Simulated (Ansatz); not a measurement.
A short molecular-dynamics run on Ga6P4F6.

```yaml
crystal:
  periodic: [false, false, false]
  atoms:
    - {symbol: P, position_ang: [0.382907, 0.728227, -0.157251]}
    - {symbol: P, position_ang: [0.695553, -0.825540, -1.814451]}
    - {symbol: P, position_ang: [-0.934394, -0.489058, 1.227341]}
    - {symbol: P, position_ang: [2.207414, 1.102286, 1.144371]}
    - {symbol: Ga, position_ang: [-3.121832, -0.494005, -0.634344]}
    - {symbol: Ga, position_ang: [0.494717, -2.231011, 0.117913]}
    - {symbol: Ga, position_ang: [-2.000553, 1.603987, -3.407666]}
    - {symbol: Ga, position_ang: [-1.180220, 2.979494, -0.404872]}
    - {symbol: Ga, position_ang: [2.610753, -1.297404, 0.980817]}
    - {symbol: Ga, position_ang: [0.649617, 0.338057, 2.712627]}
    - {symbol: F, position_ang: [-2.689026, 1.439779, -1.186384]}
    - {symbol: F, position_ang: [-0.130116, -3.900349, 0.138477]}
    - {symbol: F, position_ang: [-0.993834, -0.527741, -2.268543]}
    - {symbol: F, position_ang: [-0.873884, 2.913023, -2.430524]}
    - {symbol: F, position_ang: [4.246178, -1.761874, 1.503024]}
    - {symbol: F, position_ang: [0.636729, 0.422119, 4.479476]}
basis:
  gaussian: {orbitals: def2-SVP}
hamiltonian: {xc: {name: revPBE}}
md: {timestep: 0.5 fs, n_steps: 15, ensemble: nvt_langevin, temperature: 300, initial_velocities: maxwell_boltzmann, friction: 0.01, seed: 113}
scf: {omitted_lower_state_checks: [starts]}
```

```sh
$ ansatz run in.yaml --threads 2 --pin off --events-out ev --progress --plain --max-ram 32768MiB --backend cuda --devices 0, --max-vram 18GiB
```

```json
{"step": "0", "time (fs)": "0.0", "potential energy (eV)": "-367636.4547", "kinetic (eV)": "0.5817", "T (K)": "281"}
{"step": "1", "time (fs)": "0.5", "potential energy (eV)": "-367636.4527", "kinetic (eV)": "0.5595", "T (K)": "271"}
{"step": "2", "time (fs)": "1.0", "potential energy (eV)": "-367636.4500", "kinetic (eV)": "0.5863", "T (K)": "283"}
{"step": "3", "time (fs)": "1.5", "potential energy (eV)": "-367636.4465", "kinetic (eV)": "0.5894", "T (K)": "285"}
{"step": "4", "time (fs)": "2.0", "potential energy (eV)": "-367636.4424", "kinetic (eV)": "0.5785", "T (K)": "280"}
{"step": "5", "time (fs)": "2.5", "potential energy (eV)": "-367636.4379", "kinetic (eV)": "0.5686", "T (K)": "275"}
{"step": "6", "time (fs)": "3.0", "potential energy (eV)": "-367636.4329", "kinetic (eV)": "0.5869", "T (K)": "284"}
{"step": "7", "time (fs)": "3.5", "potential energy (eV)": "-367636.4272", "kinetic (eV)": "0.5723", "T (K)": "277"}
{"step": "8", "time (fs)": "4.0", "potential energy (eV)": "-367636.4211", "kinetic (eV)": "0.5459", "T (K)": "264"}
{"step": "9", "time (fs)": "4.5", "potential energy (eV)": "-367636.4144", "kinetic (eV)": "0.5542", "T (K)": "268"}
{"step": "10", "time (fs)": "5.0", "potential energy (eV)": "-367636.4072", "kinetic (eV)": "0.5630", "T (K)": "272"}
{"step": "11", "time (fs)": "5.5", "potential energy (eV)": "-367636.3999", "kinetic (eV)": "0.5604", "T (K)": "271"}
{"step": "12", "time (fs)": "6.0", "potential energy (eV)": "-367636.3921", "kinetic (eV)": "0.5658", "T (K)": "274"}
{"step": "13", "time (fs)": "6.5", "potential energy (eV)": "-367636.3836", "kinetic (eV)": "0.5537", "T (K)": "268"}
{"step": "14", "time (fs)": "7.0", "potential energy (eV)": "-367636.3748", "kinetic (eV)": "0.5443", "T (K)": "263"}
{"step": "15", "time (fs)": "7.5", "potential energy (eV)": "-367636.3656", "kinetic (eV)": "0.5519", "T (K)": "267"}
```

Velocities are drawn at the set temperature; a run this short doesn't reach equilibrium. Under Langevin dynamics the printed temperature counts 3N degrees of freedom, so it starts below the set value.

Frames (Å, forces in eV/Å):

```xyz
16
time=0.0 fs
P     0.383    0.728   -0.157    0.066    0.048    0.019
P     0.696   -0.826   -1.814    0.156   -0.060   -0.148
P    -0.934   -0.489    1.227   -0.247   -0.050   -0.025
P     2.207    1.102    1.144    0.151    0.145    0.013
Ga   -3.122   -0.494   -0.634   -0.041   -0.080    0.096
Ga    0.495   -2.231    0.118    0.054    0.005    0.011
Ga   -2.001    1.604   -3.408   -0.131   -0.012   -0.145
Ga   -1.180    2.979   -0.405   -0.035    0.207    0.130
Ga    2.611   -1.297    0.981   -0.024   -0.019   -0.037
Ga    0.650    0.338    2.713   -0.003    0.026   -0.009
F    -2.689    1.440   -1.186   -0.096    0.020   -0.049
F    -0.130   -3.900    0.138   -0.085   -0.252    0.003
F    -0.994   -0.528   -2.269   -0.099   -0.035   -0.083
F    -0.874    2.913   -2.431    0.097    0.122   -0.103
F     4.246   -1.762    1.503    0.240   -0.077    0.075
F     0.637    0.422    4.479   -0.002    0.012    0.252
16
time=0.5 fs
P     0.384    0.726   -0.158    0.042    0.073    0.036
P     0.694   -0.826   -1.813    0.205   -0.083   -0.164
P    -0.936   -0.489    1.227   -0.235   -0.041   -0.024
P     2.207    1.104    1.144    0.151    0.133    0.014
Ga   -3.124   -0.493   -0.634   -0.037   -0.076    0.100
Ga    0.495   -2.230    0.119    0.048   -0.020    0.015
Ga   -2.000    1.603   -3.408   -0.125   -0.003   -0.134
Ga   -1.178    2.978   -0.405   -0.035    0.210    0.154
Ga    2.611   -1.297    0.981   -0.049   -0.010   -0.041
Ga    0.649    0.340    2.712   -0.007    0.018   -0.074
F    -2.686    1.440   -1.187   -0.106    0.009   -0.052
F    -0.129   -3.900    0.138   -0.080   -0.238    0.004
F    -0.993   -0.531   -2.269   -0.134   -0.026   -0.090
F    -0.875    2.914   -2.427    0.100    0.119   -0.136
F     4.245   -1.763    1.504    0.264   -0.082    0.082
F     0.637    0.421    4.477   -0.002    0.016    0.310
16
time=1.0 fs
P     0.385    0.724   -0.160    0.020    0.099    0.055
P     0.692   -0.826   -1.812    0.254   -0.106   -0.180
P    -0.937   -0.489    1.227   -0.225   -0.033   -0.023
P     2.207    1.105    1.143    0.151    0.123    0.016
Ga   -3.126   -0.493   -0.634   -0.032   -0.071    0.103
Ga    0.495   -2.229    0.120    0.042   -0.047    0.018
Ga   -2.000    1.603   -3.409   -0.119    0.004   -0.123
Ga   -1.176    2.977   -0.405   -0.036    0.213    0.179
Ga    2.612   -1.297    0.981   -0.073   -0.003   -0.046
Ga    0.649    0.341    2.712   -0.010    0.011   -0.140
F    -2.682    1.440   -1.188   -0.117   -0.003   -0.053
F    -0.128   -3.901    0.137   -0.074   -0.221    0.005
F    -0.992   -0.535   -2.270   -0.169   -0.016   -0.096
F    -0.877    2.914   -2.423    0.103    0.117   -0.170
F     4.244   -1.765    1.505    0.288   -0.087    0.089
F     0.638    0.420    4.475   -0.002    0.020    0.367
16
time=1.5 fs
P     0.387    0.722   -0.161   -0.003    0.124    0.074
P     0.689   -0.826   -1.811    0.303   -0.129   -0.197
P    -0.938   -0.488    1.227   -0.215   -0.026   -0.022
P     2.207    1.106    1.142    0.150    0.112    0.018
Ga   -3.128   -0.492   -0.634   -0.027   -0.066    0.107
Ga    0.495   -2.228    0.121    0.036   -0.073    0.022
Ga   -2.000    1.602   -3.409   -0.113    0.012   -0.113
Ga   -1.174    2.977   -0.405   -0.036    0.215    0.204
Ga    2.612   -1.296    0.982   -0.098    0.005   -0.051
Ga    0.648    0.343    2.712   -0.011    0.004   -0.210
F    -2.679    1.440   -1.190   -0.128   -0.015   -0.055
F    -0.127   -3.901    0.136   -0.069   -0.206    0.007
F    -0.990   -0.538   -2.270   -0.204   -0.007   -0.103
F    -0.879    2.915   -2.419    0.107    0.116   -0.205
F     4.242   -1.766    1.506    0.311   -0.092    0.097
F     0.638    0.418    4.473   -0.002    0.024    0.429
16
time=2.0 fs
P     0.388    0.721   -0.162   -0.026    0.150    0.088
P     0.687   -0.827   -1.810    0.352   -0.150   -0.212
P    -0.939   -0.488    1.227   -0.206   -0.019   -0.021
P     2.207    1.107    1.141    0.149    0.100    0.022
Ga   -3.131   -0.491   -0.634   -0.022   -0.061    0.110
Ga    0.495   -2.227    0.122    0.031   -0.099    0.026
Ga   -2.000    1.602   -3.409   -0.107    0.019   -0.102
Ga   -1.172    2.976   -0.405   -0.037    0.217    0.228
Ga    2.613   -1.296    0.982   -0.120    0.012   -0.055
Ga    0.648    0.345    2.712   -0.012   -0.002   -0.284
F    -2.676    1.440   -1.191   -0.140   -0.028   -0.056
F    -0.126   -3.901    0.135   -0.064   -0.190    0.009
F    -0.990   -0.542   -2.270   -0.239    0.003   -0.110
F    -0.881    2.915   -2.415    0.111    0.115   -0.239
F     4.241   -1.767    1.507    0.332   -0.096    0.103
F     0.639    0.417    4.470   -0.002    0.028    0.494
16
time=2.5 fs
P     0.390    0.719   -0.163   -0.050    0.175    0.099
P     0.686   -0.827   -1.809    0.398   -0.170   -0.225
P    -0.940   -0.488    1.227   -0.194   -0.012   -0.018
P     2.207    1.109    1.140    0.146    0.086    0.027
Ga   -3.133   -0.491   -0.634   -0.017   -0.056    0.113
Ga    0.495   -2.226    0.123    0.025   -0.127    0.030
Ga   -2.001    1.601   -3.410   -0.101    0.028   -0.091
Ga   -1.169    2.975   -0.405   -0.037    0.219    0.250
Ga    2.613   -1.295    0.983   -0.137    0.019   -0.058
Ga    0.647    0.347    2.712   -0.013   -0.009   -0.367
F    -2.672    1.440   -1.193   -0.151   -0.041   -0.056
F    -0.126   -3.901    0.134   -0.058   -0.172    0.010
F    -0.988   -0.546   -2.271   -0.272    0.013   -0.117
F    -0.882    2.916   -2.412    0.114    0.113   -0.272
F     4.240   -1.769    1.507    0.349   -0.099    0.108
F     0.639    0.416    4.468   -0.002    0.032    0.567
16
time=3.0 fs
P     0.391    0.717   -0.163   -0.072    0.199    0.107
P     0.684   -0.828   -1.808    0.444   -0.190   -0.236
P    -0.941   -0.487    1.226   -0.181   -0.004   -0.013
P     2.208    1.111    1.140    0.143    0.071    0.032
Ga   -3.135   -0.490   -0.635   -0.011   -0.049    0.115
Ga    0.495   -2.224    0.124    0.017   -0.159    0.034
Ga   -2.001    1.601   -3.411   -0.093    0.037   -0.079
Ga   -1.167    2.974   -0.404   -0.037    0.220    0.271
Ga    2.613   -1.295    0.983   -0.154    0.026   -0.060
Ga    0.646    0.348    2.712   -0.015   -0.016   -0.454
F    -2.669    1.441   -1.194   -0.163   -0.055   -0.057
F    -0.125   -3.902    0.134   -0.049   -0.148    0.012
F    -0.987   -0.550   -2.271   -0.306    0.023   -0.123
F    -0.884    2.916   -2.408    0.116    0.111   -0.305
F     4.239   -1.770    1.508    0.364   -0.101    0.113
F     0.639    0.415    4.465   -0.003    0.036    0.643
16
time=3.5 fs
P     0.392    0.715   -0.164   -0.094    0.224    0.114
P     0.682   -0.828   -1.807    0.490   -0.210   -0.247
P    -0.942   -0.487    1.226   -0.168    0.002   -0.008
P     2.208    1.113    1.139    0.140    0.055    0.036
Ga   -3.137   -0.490   -0.635   -0.005   -0.042    0.118
Ga    0.494   -2.223    0.125    0.006   -0.195    0.037
Ga   -2.001    1.600   -3.411   -0.085    0.047   -0.065
Ga   -1.165    2.973   -0.404   -0.038    0.222    0.293
Ga    2.613   -1.294    0.984   -0.168    0.034   -0.060
Ga    0.646    0.350    2.712   -0.017   -0.023   -0.541
F    -2.665    1.441   -1.195   -0.175   -0.070   -0.058
F    -0.124   -3.902    0.133   -0.040   -0.121    0.013
F    -0.986   -0.554   -2.272   -0.340    0.034   -0.129
F    -0.885    2.917   -2.405    0.118    0.108   -0.339
F     4.237   -1.772    1.509    0.378   -0.104    0.117
F     0.640    0.414    4.462   -0.003    0.040    0.720
16
time=4.0 fs
P     0.394    0.713   -0.164   -0.115    0.251    0.124
P     0.681   -0.828   -1.806    0.530   -0.230   -0.259
P    -0.944   -0.486    1.225   -0.155    0.007   -0.003
P     2.208    1.115    1.139    0.135    0.038    0.038
Ga   -3.139   -0.489   -0.635    0.000   -0.036    0.120
Ga    0.495   -2.222    0.125   -0.005   -0.230    0.039
Ga   -2.001    1.600   -3.412   -0.077    0.056   -0.052
Ga   -1.163    2.972   -0.404   -0.038    0.224    0.316
Ga    2.613   -1.294    0.984   -0.177    0.041   -0.060
Ga    0.645    0.352    2.713   -0.019   -0.029   -0.628
F    -2.662    1.441   -1.196   -0.186   -0.083   -0.060
F    -0.124   -3.903    0.132   -0.030   -0.094    0.015
F    -0.985   -0.558   -2.273   -0.369    0.044   -0.135
F    -0.887    2.918   -2.401    0.119    0.105   -0.373
F     4.236   -1.773    1.510    0.389   -0.105    0.120
F     0.640    0.413    4.460   -0.003    0.043    0.798
16
time=4.5 fs
P     0.395    0.711   -0.165   -0.134    0.277    0.134
P     0.680   -0.828   -1.805    0.572   -0.251   -0.269
P    -0.945   -0.486    1.225   -0.141    0.011    0.001
P     2.208    1.117    1.139    0.129    0.023    0.039
Ga   -3.141   -0.489   -0.635    0.005   -0.031    0.122
Ga    0.495   -2.221    0.126   -0.016   -0.265    0.042
Ga   -2.002    1.599   -3.413   -0.071    0.064   -0.040
Ga   -1.161    2.971   -0.404   -0.038    0.225    0.338
Ga    2.613   -1.293    0.985   -0.186    0.047   -0.059
Ga    0.644    0.354    2.713   -0.022   -0.036   -0.714
F    -2.658    1.441   -1.197   -0.197   -0.095   -0.061
F    -0.123   -3.904    0.132   -0.020   -0.065    0.016
F    -0.984   -0.562   -2.273   -0.399    0.054   -0.140
F    -0.889    2.919   -2.398    0.122    0.102   -0.406
F     4.235   -1.775    1.511    0.399   -0.106    0.123
F     0.641    0.412    4.457   -0.003    0.046    0.875
16
time=5.0 fs
P     0.396    0.710   -0.165   -0.155    0.303    0.144
P     0.678   -0.829   -1.804    0.616   -0.272   -0.280
P    -0.947   -0.486    1.225   -0.125    0.016    0.004
P     2.208    1.118    1.139    0.124    0.008    0.040
Ga   -3.143   -0.488   -0.636    0.010   -0.026    0.125
Ga    0.495   -2.221    0.127   -0.029   -0.301    0.045
Ga   -2.002    1.598   -3.414   -0.064    0.072   -0.029
Ga   -1.159    2.971   -0.404   -0.039    0.227    0.361
Ga    2.613   -1.292    0.985   -0.194    0.051   -0.058
Ga    0.644    0.355    2.713   -0.025   -0.042   -0.795
F    -2.655    1.441   -1.199   -0.208   -0.107   -0.063
F    -0.122   -3.905    0.131   -0.010   -0.036    0.018
F    -0.983   -0.566   -2.274   -0.430    0.064   -0.146
F    -0.890    2.920   -2.395    0.125    0.100   -0.439
F     4.234   -1.777    1.512    0.407   -0.107    0.125
F     0.641    0.411    4.455   -0.003    0.049    0.948
16
time=5.5 fs
P     0.397    0.708   -0.165   -0.179    0.327    0.155
P     0.677   -0.829   -1.803    0.660   -0.294   -0.292
P    -0.948   -0.485    1.224   -0.107    0.022    0.006
P     2.209    1.120    1.139    0.122   -0.004    0.041
Ga   -3.145   -0.488   -0.636    0.014   -0.021    0.127
Ga    0.495   -2.220    0.128   -0.042   -0.335    0.049
Ga   -2.002    1.598   -3.415   -0.058    0.080   -0.018
Ga   -1.157    2.970   -0.405   -0.040    0.229    0.383
Ga    2.614   -1.291    0.986   -0.193    0.052   -0.053
Ga    0.643    0.357    2.713   -0.030   -0.050   -0.867
F    -2.652    1.441   -1.200   -0.218   -0.119   -0.064
F    -0.121   -3.906    0.131    0.000   -0.007    0.019
F    -0.982   -0.570   -2.275   -0.460    0.074   -0.151
F    -0.892    2.920   -2.393    0.128    0.098   -0.471
F     4.233   -1.779    1.513    0.407   -0.104    0.125
F     0.641    0.410    4.453   -0.003    0.052    1.012
16
time=6.0 fs
P     0.399    0.706   -0.166   -0.204    0.348    0.165
P     0.675   -0.829   -1.802    0.701   -0.315   -0.305
P    -0.950   -0.485    1.224   -0.089    0.030    0.008
P     2.209    1.122    1.139    0.121   -0.014    0.041
Ga   -3.146   -0.488   -0.636    0.018   -0.015    0.128
Ga    0.495   -2.219    0.129   -0.055   -0.370    0.053
Ga   -2.001    1.597   -3.415   -0.053    0.087   -0.008
Ga   -1.154    2.969   -0.405   -0.041    0.233    0.408
Ga    2.614   -1.290    0.986   -0.186    0.050   -0.047
Ga    0.643    0.359    2.713   -0.036   -0.057   -0.937
F    -2.649    1.441   -1.202   -0.228   -0.132   -0.065
F    -0.120   -3.907    0.131    0.010    0.021    0.020
F    -0.981   -0.574   -2.275   -0.488    0.085   -0.154
F    -0.894    2.921   -2.390    0.132    0.097   -0.505
F     4.232   -1.781    1.515    0.401   -0.100    0.123
F     0.641    0.409    4.451   -0.002    0.054    1.076
16
time=6.5 fs
P     0.401    0.705   -0.166   -0.229    0.366    0.172
P     0.673   -0.829   -1.801    0.740   -0.333   -0.316
P    -0.951   -0.484    1.224   -0.070    0.038    0.009
P     2.209    1.123    1.139    0.120   -0.022    0.041
Ga   -3.148   -0.487   -0.636    0.023   -0.010    0.130
Ga    0.496   -2.218    0.130   -0.068   -0.402    0.057
Ga   -2.001    1.597   -3.416   -0.049    0.092    0.001
Ga   -1.152    2.967   -0.405   -0.043    0.236    0.436
Ga    2.613   -1.289    0.986   -0.177    0.046   -0.041
Ga    0.642    0.361    2.713   -0.043   -0.065   -1.012
F    -2.646    1.442   -1.203   -0.238   -0.145   -0.065
F    -0.119   -3.908    0.132    0.019    0.047    0.021
F    -0.981   -0.578   -2.276   -0.514    0.095   -0.157
F    -0.896    2.922   -2.386    0.138    0.098   -0.540
F     4.231   -1.783    1.516    0.394   -0.096    0.120
F     0.640    0.408    4.449   -0.002    0.056    1.143
16
time=7.0 fs
P     0.402    0.703   -0.166   -0.257    0.383    0.176
P     0.672   -0.830   -1.801    0.779   -0.349   -0.324
P    -0.953   -0.484    1.224   -0.049    0.047    0.011
P     2.209    1.125    1.139    0.121   -0.029    0.044
Ga   -3.150   -0.487   -0.637    0.027   -0.005    0.132
Ga    0.496   -2.217    0.131   -0.078   -0.430    0.062
Ga   -2.001    1.596   -3.417   -0.045    0.098    0.010
Ga   -1.150    2.966   -0.405   -0.044    0.239    0.464
Ga    2.613   -1.288    0.987   -0.172    0.041   -0.036
Ga    0.642    0.364    2.713   -0.052   -0.074   -1.086
F    -2.643    1.442   -1.205   -0.248   -0.158   -0.066
F    -0.118   -3.908    0.132    0.026    0.068    0.022
F    -0.980   -0.582   -2.277   -0.540    0.105   -0.161
F    -0.897    2.923   -2.383    0.143    0.097   -0.576
F     4.230   -1.785    1.517    0.389   -0.092    0.118
F     0.640    0.407    4.447   -0.001    0.058    1.209
16
time=7.5 fs
P     0.403    0.702   -0.166   -0.282    0.399    0.178
P     0.670   -0.830   -1.800    0.817   -0.364   -0.331
P    -0.955   -0.484    1.224   -0.027    0.057    0.015
P     2.209    1.126    1.138    0.122   -0.036    0.047
Ga   -3.151   -0.486   -0.637    0.032    0.000    0.134
Ga    0.496   -2.216    0.131   -0.087   -0.456    0.066
Ga   -2.001    1.596   -3.417   -0.040    0.104    0.019
Ga   -1.148    2.965   -0.406   -0.045    0.243    0.493
Ga    2.613   -1.287    0.987   -0.167    0.038   -0.031
Ga    0.641    0.366    2.714   -0.061   -0.084   -1.158
F    -2.639    1.442   -1.206   -0.259   -0.171   -0.066
F    -0.117   -3.908    0.132    0.032    0.086    0.023
F    -0.980   -0.586   -2.277   -0.567    0.115   -0.165
F    -0.899    2.924   -2.380    0.148    0.097   -0.612
F     4.229   -1.788    1.519    0.385   -0.088    0.117
F     0.640    0.406    4.445   -0.001    0.060    1.271
```

Hardware: 2 threads of AMD EPYC 7R13 on a shared host and a share (18 GiB) of an NVIDIA H100 80GB HBM3. Wall time 42 s, peak host memory 1 GiB.
